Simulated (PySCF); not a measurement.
**Spinor energies of Cl⁷⁺ (chlorine, charge +7)**

Start: [Ne]. Calculated with PySCF 2.14 in an uncontracted even-tempered set (19 s from 0.78 bohr⁻², ratio 2.4; 12 p from 1 bohr⁻², ratio 2.4; 5 d from 7.4 bohr⁻², ratio 2.6; 5 f from 11 bohr⁻², ratio 2.6): generalised Hartree-Fock with the X2C-1e Hamiltonian and a Gaussian nucleus; one run each with spin-orbit coupling (SO) switched off, then screened by Boettger's factors.

```csv
spinor shell,electrons,"ε, spin-free (eV)","ε, screened SO (eV)",weight of nominal j (screened SO),"rms radius, screened SO (bohr)"
1s1/2,2,-3002.4,-3002.4,1.000,0.105
2s1/2,2,-420.11,-420.11,1.000,0.474
2p1/2,2,-350.48,-351.70,1.000,0.443
2p3/2,4,-350.48,-349.88,1.000,0.445
```

| quantity | spin-free | screened SO |
| --- | --- | --- |
| E (hartree) | -446.15433 | -446.15542 |
| M_J | 0 | 0 |
| ⟨J²⟩ | 0.000 | 0.000 |
| ⟨L²⟩ | 0.000 | 0.000 |
| ⟨S²⟩ | 0.000 | 0.000 |

Without spin-orbit coupling the j labels of p, d and f shells carry no meaning; the spin-free column gives the mean over the occupied spinors of each nl shell.
